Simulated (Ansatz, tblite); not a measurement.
Spin states of Ba6O5 (the lowest singlet isomer of a short search), each relaxed with PBE-D4/def2-SVP in Ansatz. Electronic energies in the gas phase.

In the def2 sets Ba takes a core potential; there is no spin–orbit coupling. The xTB rows come from tblite. HSE06 is defined as in plane-wave codes, on full-range PBE exchange. Correlated methods freeze 5 core orbitals; core or outer-core shells of Ba are correlated, in sets that lack core-valence functions. The rows differ in basis, and correlated rows in double-zeta sets carry the largest basis error. The structure comes from a short search, and lower isomers may exist.

Singlet geometry (C3v within 0.1 Å):

Cartesian coordinates in Å:
```
Ba 2.0086 -0.9773 -2.1043
Ba 1.7077 -1.7130 1.8872
Ba -1.7422 0.6837 1.8897
Ba -1.4680 1.3546 -1.7549
Ba -1.3663 -2.6815 -0.5975
Ba 1.3391 2.2392 0.5135
O -1.0574 2.4174 0.3658
O 0.9937 -2.2713 -0.3444
O 0.7057 0.3871 2.0187
O -2.1009 -0.4973 -0.2487
O 0.9800 1.0584 -1.6251
```

Triplet geometry (Cs within 0.1 Å):

```xyz
11

Ba   -2.944   -0.769   -0.245
Ba    0.203   -1.836   -2.474
Ba    2.620    0.481    0.183
Ba   -0.356    1.524    2.141
Ba    0.038   -2.559    1.728
Ba   -0.215    2.156   -1.529
O     1.152    2.356    0.450
O    -1.022   -2.239   -0.425
O     1.222    0.157   -1.813
O     1.081   -0.474    1.846
O    -1.779    1.204    0.139
```

Quintet geometry (C3v within 0.1 Å):

```xyz
11

Ba   -0.511   -2.597    1.623
Ba    2.698   -1.344   -0.744
Ba    0.668    2.252   -1.326
Ba   -2.309    1.090    0.870
Ba    1.508    0.946    2.544
Ba   -1.205   -1.035   -2.181
O    -1.595    1.293   -1.478
O     1.489   -1.207    1.379
O     1.064   -0.109   -1.915
O     0.000    1.939    1.025
O    -1.805   -1.229    0.202
```

⟨S²⟩: triplet 2.00 at PBE0-D4/def2-TZVP (pure 2.00), quintet 6.02 at PBE0-D4/def2-TZVP (pure 6.00).

Run but left out: HF/def2-SVP (singlet: restricted singlet, unstable towards broken spin symmetry).

Only these spin states were relaxed.

(1) Estimate which spin state lies lowest at each of these levels, and by how much: GFN1-xTB; GFN2-xTB; LDA (SPW92)/def2-TZVP; PBE-D4/def2-TZVP; r2SCAN-D4/def2-TZVP; PBE0-D4/def2-TZVP; HSE06-D4/def2-TZVP; MP2/def2-SVP.

## Answers

(1) 
```json
{"level": "GFN1-xTB", "triplet − singlet (kcal/mol)": "2.4", "quintet − singlet (kcal/mol)": "36.0", "lowest of these": "singlet", "remarks": "–"}
{"level": "GFN2-xTB", "triplet − singlet (kcal/mol)": "30.7", "quintet − singlet (kcal/mol)": "75.0", "lowest of these": "singlet", "remarks": "–"}
{"level": "LDA (SPW92)/def2-TZVP", "triplet − singlet (kcal/mol)": "11.8", "quintet − singlet (kcal/mol)": "78.0", "lowest of these": "singlet", "remarks": "restricted SCF unstable in HF (singlet)"}
{"level": "PBE-D4/def2-TZVP", "triplet − singlet (kcal/mol)": "9.0", "quintet − singlet (kcal/mol)": "68.6", "lowest of these": "singlet", "remarks": "restricted SCF unstable in HF (singlet)"}
{"level": "r2SCAN-D4/def2-TZVP", "triplet − singlet (kcal/mol)": "3.8", "quintet − singlet (kcal/mol)": "64.1", "lowest of these": "singlet", "remarks": "restricted SCF unstable in HF (singlet)"}
{"level": "PBE0-D4/def2-TZVP", "triplet − singlet (kcal/mol)": "4.6", "quintet − singlet (kcal/mol)": "72.6", "lowest of these": "singlet", "remarks": "restricted SCF unstable in HF (singlet)"}
{"level": "HSE06-D4/def2-TZVP", "triplet − singlet (kcal/mol)": "6.1", "quintet − singlet (kcal/mol)": "74.0", "lowest of these": "singlet", "remarks": "restricted SCF unstable in HF (singlet)"}
{"level": "MP2/def2-SVP", "triplet − singlet (kcal/mol)": "7.8", "quintet − singlet (kcal/mol)": "87.1", "lowest of these": "singlet", "remarks": "restricted SCF unstable (singlet)"}
```

Change of the quintet − singlet gap on mixing in exact exchange, in kcal/mol: PBE to PBE0 (25 % exact exchange) 3.9. The xTB methods have no spin-polarisation term.
